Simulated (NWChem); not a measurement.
CH₄N anion

```xyz
6

C     -0.0098    -0.5991     0.0000
N     -0.0859     0.8178     0.0000
H      0.4949    -1.1138    -0.8904
H     -1.0349    -1.0383     0.0000
H      0.4949    -1.1138     0.8904
H      0.8688     1.1935     0.0000
```
Atoms are numbered in this order, from 1.

Level: B3LYP/def2-SVPD (NWChem), optimised geometry, unscaled harmonic frequencies. The highest occupied level is positive, so the extra electron may be held by the finite basis.

List the harmonic frequencies with IR intensities, and the thermochemistry.


```csv
frequency (cm⁻¹),IR intensity (km/mol)
329,108.6
1004,34.7
1072,207.9
1108,0.0
1299,1.6
1396,71.9
1398,20.9
1449,37.6
2398,804.0
2549,784.7
2861,194.6
3371,129.0
```

* **zero-point energy**: 28.9 kcal/mol
* **thermal correction to the enthalpy at 298.15 K (with zero-point energy)**: 31.6 kcal/mol
* **heat capacity Cv**: 9.0 cal/(mol K)
* **entropy at 298.15 K and 1 atm (symmetry number 1)**: 56.7 cal/(mol K)

Rigid rotor and harmonic oscillator.
